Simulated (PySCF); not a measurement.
Al(CF3)(F)(OH) (CHAlF₄O), SMILES [OH][Al]([F])[C](F)(F)F. Atoms are numbered in the order given.

```xyz
8

Al    -0.0209     0.2474     0.9785
C      0.0054    -0.2209    -0.9699
F     -0.5222     0.7374    -1.7483
F     -0.6828    -1.3492    -1.2226
F      1.2623    -0.4280    -1.4077
F     -0.5483     1.7466     1.4449
O      0.5097    -0.9196     2.0608
H      0.5815    -0.8954     3.0152
```
Charge 0, spin multiplicity 1.

Geometry optimised at PBE0-D3(BJ)/def2-SVP. The structure was generated by enumeration; whether it is a known compound was not checked. The values are those of a single conformer.

Level of theory: PySCF with PBE/def2-TZVP.

Gas-phase values at a fixed geometry.

```json
{
 "total_energy": "-755.47988 hartree",
 "highest_occupied_level": "-7.78 eV",
 "lowest_empty_level": "-1.79 eV",
 "orbital_gap": "5.99 eV",
 "dipole_moment": "0.508 e·Å",
 "quadrupole, principal values (traceless, Buckingham form, about the centre of nuclear charge)": "-10.56, 3.40, 7.15 D·Å",
 "mean_static_polarisability": "40.9 bohr³ (6.06 Å³)",
 "polarisability_principal_values": "36.1, 40.4, 46.1 bohr³"
}
```
